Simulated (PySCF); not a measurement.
This PySCF input asks for the NMR shieldings of `CCC[C@](C)(CC)OC`, C8H18O; the geometry comes from PBE0-D3(BJ)/def2-SVP.

```python
import basis_set_exchange as bse
import numpy as np
from pyscf import gto, scf
from pyscf.prop import nmr

atoms = """
C     3.104480   -0.368082   -0.880154
C     1.832731    0.138929   -0.218144
C     0.607791   -0.002612   -1.111062
C    -0.744008    0.284964   -0.434994
C    -1.872590    0.024680   -1.433342
C    -0.794360    1.725940    0.086616
C    -2.115282    2.129428    0.721641
O    -0.898119   -0.510313    0.737889
C    -1.013145   -1.889897    0.584488
H     3.025394   -1.437548   -1.134280
H     3.979736   -0.247270   -0.224042
H     3.314002    0.174598   -1.816189
H     1.968064    1.193797    0.070757
H     1.648618   -0.407229    0.721520
H     0.582749   -1.026977   -1.522687
H     0.699631    0.657079   -1.990865
H    -1.869151    0.795162   -2.218389
H    -1.760585   -0.950844   -1.929474
H    -2.852203    0.045851   -0.934967
H    -0.538637    2.405278   -0.743691
H     0.005609    1.827649    0.835435
H    -2.934037    2.183605   -0.011706
H    -2.399435    1.403209    1.496777
H    -2.034810    3.119433    1.194889
H    -1.932592   -2.189142    0.047811
H    -1.055666   -2.323654    1.593815
H    -0.150029   -2.341419    0.059585
"""
names = dict.fromkeys(["C", "O", "H"], "pcSseg-1")
basis = {el: gto.basis.parse(bse.get_basis(n, elements=[el], fmt="nwchem")) for el, n in names.items()}
mol = gto.M(atom=atoms, basis=basis, charge=0, verbose=0)
mf = scf.RHF(mol)
mf.conv_tol = 1e-9
mf.kernel()

calc = nmr.RHF(mf)   # GIAO
C = mf.mo_coeff
Co = C[:, mf.mo_occ > 0]
resp = mf.gen_response(singlet=True, hermi=2)
def vind(x):   # induced exchange potential for any number of trial vectors
    d = np.einsum("pi,xij,qj->xpq", C, 2 * x.reshape(-1, C.shape[1], Co.shape[1]), Co, optimize=True)
    return np.einsum("xpq,pi,qj->xij", resp(d - d.transpose(0, 2, 1)), C, Co, optimize=True).ravel()
mo1, _ = nmr.rhf.solve_mo1(calc, with_cphf=vind)
sigma = calc.kernel(mo1)
for i, s in enumerate(sigma):   # ppm
    print("%2d %-2s %9.2f" % (i, mol.atom_pure_symbol(i), np.trace(s) / 3))
```

Question: Give the expected output.

Answer: 
```
 0 C     174.75
 1 C     175.44
 2 C     154.42
 3 C     127.49
 4 C     168.25
 5 C     159.35
 6 C     181.36
 7 O     330.07
 8 C     146.50
 9 H      30.89
10 H      30.46
11 H      30.85
12 H      30.67
13 H      30.49
14 H      30.48
15 H      31.14
16 H      31.06
17 H      30.58
18 H      30.48
19 H      31.16
20 H      30.25
21 H      30.89
22 H      30.33
23 H      30.86
24 H      28.95
25 H      28.51
26 H      28.99
```

These numbers come from an equivalent density-fitted implementation of the same equations, which agrees with the script to about 0.01 ppm for H and up to a few tenths of a ppm for heavy atoms, so last digits may differ.

Question: Turn these shieldings into chemical shifts. References, each an isolated molecule treated in the same way: 13C (σref 190.85), 1H (σref 31.69) against TMS; 17O (σref 333.31) against H2O.

Answer: Averaging equivalent atoms: C 3: 63.4; C 8: 44.3; C 2: 36.4; C 5: 31.5; C 4: 22.6; C 0: 16.1; C 1: 15.4; C 6: 9.5; O 7: 3.2; H 24/25/26: 2.87; H 20: 1.44; H 14: 1.21; H 13: 1.19; H 12: 1.01; H 21/22/23: 0.99; H 16/17/18: 0.98; H 9/10/11: 0.95; H 15: 0.54; H 19: 0.53 ppm. Experimental scales use liquid or dissolved standards, which lie at an offset from isolated H2O (liquid H2O: subtract about 36 ppm).

Size and cost of the density-fitted run: 243 basis functions, 23 s wall time on 1 thread of an Intel Xeon 6975P-C, shared host; peak memory 1.2 GiB.
